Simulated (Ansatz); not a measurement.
C2H9NSi3, SMILES [SiH3]C#C[SiH2]N[SiH3]. Atoms are numbered in the order given.

```xyz
15

Si     3.4534    -1.1877     0.7246
C      1.9670    -0.3101     0.1039
C      0.9735     0.2735    -0.3129
Si    -0.5404     1.1389    -0.9159
N     -1.8924     0.9531     0.1542
Si    -3.0971    -0.3084     0.1604
H      3.0634    -2.5400     1.2190
H      4.4448    -1.3290    -0.3809
H      4.0628    -0.4084     1.8413
H     -0.9056     0.5530    -2.2352
H     -0.1979     2.5844    -1.0440
H     -1.8722     1.5466     0.9804
H     -2.8441    -1.3646     1.1907
H     -3.0748    -0.9400    -1.1909
H     -4.4489     0.2691     0.4336
```

Geometry optimised at PBE0-D3(BJ)/def2-SVP. This is a generated structure with no PubChem entry under its InChIKey; it may be hypothetical. The values are those of a single conformer.

Two levels are set side by side: PBE-D3(BJ)/def2-SVP (Ansatz, an electronic-structure program) and PBE0-D3(BJ)/def2-SVP (Ansatz). Each level has its own optimised geometry; the coordinates shown are those of the second. Differences are taken from unrounded values.

```csv
quantity,PBE0-D3(BJ),PBE-D3(BJ),PBE-D3(BJ) minus PBE0-D3(BJ)
mean bond length (Å),1.524,1.535,0.010
bond Si1–C2 (Å),1.834,1.838,0.003
bond C2–C3 (Å),1.225,1.238,0.013
bond C3–Si4 (Å),1.845,1.849,0.004
bond Si4–N5 (Å),1.734,1.749,0.014
bond N5–Si6 (Å),1.744,1.758,0.013
bond Si1–H7 (Å),1.492,1.503,0.011
bond Si1–H8 (Å),1.492,1.503,0.011
bond Si1–H9 (Å),1.492,1.503,0.011
bond Si4–H10 (Å),1.489,1.500,0.011
bond Si4–H11 (Å),1.491,1.502,0.011
bond N5–H12 (Å),1.017,1.026,0.009
bond Si6–H13 (Å),1.497,1.509,0.012
bond Si6–H14 (Å),1.492,1.502,0.010
bond Si6–H15 (Å),1.495,1.506,0.011
```

GGA bonds tend to be longer and softer than those of functionals with exact exchange. Differences between two approximate levels are no errors against the true value.
